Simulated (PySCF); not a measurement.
Molecule: `InChI=1S/C6H12F2/c1-5(2,3)6(4,7)8/h1-4H3`.

Geometry (Å), atoms numbered from 1 in this order:
```xyz
20

C    -1.7272   -0.9061    0.9342
C    -0.5801   -0.3170    0.1072
C    -0.8891    1.1427   -0.2298
C    -0.4003   -1.1313   -1.1747
C     0.7048   -0.3938    0.9552
C     1.9835    0.1202    0.3420
F     0.4953    0.2885    2.1204
F     0.9078   -1.6955    1.3203
H    -1.5255   -1.9529    1.2002
H    -1.8744   -0.3394    1.8642
H    -2.6629   -0.8703    0.3564
H    -0.1261    1.5863   -0.8874
H    -1.8534    1.2074   -0.7559
H    -0.9578    1.7534    0.6821
H    -0.1074   -2.1667   -0.9471
H     0.3600   -0.6941   -1.8395
H    -1.3476   -1.1611   -1.7337
H     2.7872   -0.0044    1.0802
H     1.8972    1.1846    0.0909
H     2.2412   -0.4471   -0.5606
```

Geometry PBE0-D3(BJ)/def2-SVP throughout; GIAO in PySCF 2.14.0 with density-fitted response routines, gas phase, one conformer, non-relativistic; equivalent atoms averaged; basis pcSseg-1.

For orientation, HF gives these absolute shieldings σ: C5 78.4, C2 159.0, C1/C3/C4 167.5, C6 171.0, F7/F8 342.8, H18/H19/H20 30.17, H9/H10/H11/H12/H13/H14/H15/H16/H17 30.70 ppm.

A run gave: C5 60.0, C2 146.7, C1/C3/C4 158.9, C6 163.6, F7/F8 317.5, H18/H19/H20 29.94, H9/H10/H11/H12/H13/H14/H15/H16/H17 30.44 ppm (absolute shieldings σ).

Q: Which functional was used in that run?
A. B3LYP
B. PBE0
C. CAM-B3LYP
D. BHandHLYP

A: D. F7/F8 tells them apart best: BHandHLYP gives 317.5, B3LYP gives 300.0, PBE0 gives 302.9, CAM-B3LYP gives 305.8 ppm.
